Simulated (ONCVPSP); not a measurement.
**ruthenium (Ru): excitation energies, all-electron against ONCV**

ruthenium, optimised norm-conserving Vanderbilt (ONCV), made with ONCVPSP 4.0.1 (PBE, scalar-relativistic). Core [Ar] 3d10, reference 4s2 4p6 4d7 (charge +1). Waves: 4s: rc 1.70 bohr, ncon 3, nbas 6, qcut 7 1/bohr, 1 projector; 4p: rc 1.05 bohr, ncon 3, nbas 6, qcut 8.5 1/bohr, 3 projectors, debl 1.3 Ha; 4d: rc 1.90 bohr, ncon 4, nbas 8, qcut 7.5 1/bohr, 3 projectors, debl 0.5 Ha. Local part: polynomial inside 0.70 bohr (lpopt 5, dvloc0 0 Ha). Core correction: Teter function, fcfact 4.75, rcfact 1.2.

In the p channel the program set the typed energies aside and used -1.979, 0.250, 1.550 Ha.

Energies are relative to the spin-unpolarised reference configuration 4s2 4p6 4d7; without spin polarisation the order of configurations can differ from experiment.

| valence configuration | charge | ΔE all-electron (eV) | error AE − PS (meV) |
| --- | --- | --- | --- |
| 4s2 4p6 4d7 5s1 | 0 | -7.292 | +343 |
| 4s2 4p6 4d6 | +2 | 18.186 | +0.6 |
| 4s2 4p6 4d5 | +3 | 48.809 | +11 |

(1) What are ΔE and the potential's error for 4s2 4p6 4d4?

Levels in the configuration 4s2 4p6 4d5:

```tsv
level	all-electron (eV)	pseudo (eV)
4s	-111.076	-111.041
4p	-80.724	-80.691
4d	-37.352	-37.328
```

Note: ghosts flagged at negative energy: s at -301.3 eV, p at -314.4 eV; GHOST(+) flagged for d at 172.5 eV. A true bound ghost makes a file unfit for plane-wave use.

Answers

(1) ΔE = 93.321 eV all-electron; the error (AE − PS) is +53 meV.
